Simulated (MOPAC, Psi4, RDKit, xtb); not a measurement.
Relaxed torsion scan: H₇NSSi₂, SMILES [SiH2]([SiH2]S)N, singlet. Scanned: dihedral H5–N1–Si2–Si3; all other coordinates were relaxed at B3LYP-D3(BJ)/def2-SVP.

Atom numbering (GFN2-xTB optimised geometry, Å):
```
11

N     -1.0817    -1.3331    -0.1587
Si    -1.0961     0.3867    -0.2655
Si     1.0402     1.0906     0.2546
S      2.3346    -0.5904     0.6888
H     -0.6286    -1.7774     0.6250
H     -1.9035    -1.8564    -0.4153
H     -2.0861     1.0600     0.5945
H     -1.4813     0.6507    -1.6542
H      1.1952     1.8528     1.4897
H      1.7251     1.8385    -0.8015
H      1.9822    -1.3220    -0.3574
```

Levels of theory: PBE0/def2-TZVP // B3LYP-D3(BJ)/def2-SVP (Psi4); PM6, restricted, heats of formation // B3LYP-D3(BJ)/def2-SVP (MOPAC); PBE-D3(BJ)/def2-TZVP // B3LYP-D3(BJ)/def2-SVP (Psi4); MMFF94 // B3LYP-D3(BJ)/def2-SVP (RDKit); GFN1-xTB // B3LYP-D3(BJ)/def2-SVP (xtb); MP2/cc-pVTZ = DF-MP2 (frozen core)/cc-pVTZ // B3LYP-D3(BJ)/def2-SVP (Psi4).

Energies in mEh, each method relative to its own lowest point.

```
φ / °  PBE0/def2-TZVP  PM6  PBE-D3(BJ)/def2-TZVP  MMFF94  GFN1-xTB  MP2/cc-pVTZ
-----  --------------  ---  --------------------  ------  --------  -----------
-150              0.1  2.5                   0.2     2.8       1.2          0.3
-120              0.6  0.0                   0.8     4.2       0.3          1.3
-90               1.0  4.5                   1.0     0.1       4.0          1.3
-60               0.0  4.7                   0.0     1.4       2.3          0.0
-30               0.5  3.3                   0.6     5.0       0.9          0.6
0                 1.4  2.1                   1.7     6.5       0.0          1.7
30                0.5  3.4                   0.6     4.9       1.0          0.6
60                0.0  4.7                   0.0     1.3       2.2          0.0
90                1.0  4.7                   1.0     0.0       4.1          1.3
120               0.6  0.1                   0.8     4.3       0.3          1.3
150               0.1  2.5                   0.2     2.7       1.2          0.3
180               0.3  6.5                   0.2     1.5       3.0          0.1
```

Root-mean-square difference from the MP2/cc-pVTZ profile, itself a level with limits, after the best constant shift (mEh): PBE0/def2-TZVP 0.2, PM6 2.2, PBE-D3(BJ)/def2-TZVP 0.2, MMFF94 1.9, GFN1-xTB 1.6.

MMFF94 has few fitted parameters for silicon.
